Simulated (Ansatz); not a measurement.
(H2In-mu-F)2 (In₂H₄F₂). Charge 0, multiplicity 1. Geometry B3LYP-D4/def2-SVP, basis def2-TZVP, Ansatz.

```json
{"run": "A", "HOMO (eV)": "-8.55", "LUMO (eV)": "-1.07"}
{"run": "B", "HOMO (eV)": "-8.78", "LUMO (eV)": "-0.82"}
{"run": "C", "HOMO (eV)": "-10.76", "LUMO (eV)": "0.25"}
{"run": "D", "HOMO (eV)": "-8.08", "LUMO (eV)": "-1.17"}
{"run": "E", "HOMO (eV)": "-11.61", "LUMO (eV)": "1.20"}
{"run": "F", "HOMO (eV)": "-7.36", "LUMO (eV)": "-2.08"}
```

In the def2 sets In takes a core potential; there is no spin–orbit coupling.

Problem. The runs used HF, LDA (SPW92), PBE0, r2SCAN0, r2SCANh, ωB97M-V. Estimate which is which.

Solution. A PBE0 (25 % exact exchange); B r2SCAN0 (25 % exact exchange); C ωB97M-V (range-separated); D r2SCANh (10 % exact exchange); E HF (100 % exact exchange); F LDA (SPW92) (0 % exact exchange). Exact exchange lowers occupied and raises empty levels; among semilocal functionals meta-GGAs tend to open the gap a little, and such runs are hard to tell apart. The gap grows from 5.28 eV (LDA (SPW92)) to 12.82 eV (HF).
